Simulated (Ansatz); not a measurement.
`OB(F)O[SiH3]` at its PBE0-D4/def2-TZVP geometry, where that method's forces vanish. Charge 0, multiplicity 1.

```xyz
9

O    -1.6134   -0.6761   -0.2223
B    -1.1189    0.5898   -0.2009
F    -1.9371    1.6295   -0.3747
O     0.1943    0.8209   -0.0063
Si    1.4722   -0.2017    0.2390
H    -2.5614   -0.7119   -0.3687
H     1.2596   -0.9990    1.4719
H     2.6707    0.6548    0.3875
H     1.6340   -1.1064   -0.9255
```

(1) What forces (eV/Å) does PBE-D4/def2-TZVPP give on these atoms in Ansatz 0.2.0? (Estimate.)

Answers

(1) The calculation gave: 
```
O1   0.250 -0.554  0.064
B2  -0.021 -0.063 -0.002
F3  -0.391  0.546 -0.085
O4   0.218  0.393  0.017
Si5  0.233 -0.190  0.044
H6  -0.441 -0.018 -0.068
H7  -0.011 -0.096  0.138
H8   0.134  0.090  0.017
H9   0.030 -0.108 -0.126
```
